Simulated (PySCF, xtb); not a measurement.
(1E)-2-chloro-1-iodobuta-1,3-diene (C4H4ClI), SMILES C(=C)/C(Cl)=C\I. One conformer was computed; it need not be the lowest.

Harmonic wavenumbers (cm⁻¹) from GFN2-xTB (xtb) at its own minimum, in rising order: 88, 142, 165, 228, 257, 365, 496, 670, 671, 701, 770, 895, 951, 992, 1106, 1234, 1284, 1392, 1600, 1659, 3070, 3111, 3114, 3146.

Task: What does PySCF 2.14.0 with PBE0-D3(BJ)/def2-SVP give at its own minimum? (An estimate is asked for; the answer gives what the named calculation found.)

Result: 121, 144, 185, 245, 273, 411, 529, 671, 725, 739, 793, 959, 969, 1017, 1127, 1271, 1309, 1416, 1642, 1725, 3180, 3202, 3257, 3288. Paired by order, the mean absolute difference is 45 cm⁻¹ and the zero-point energies are 40.2 and 41.7 kcal/mol.
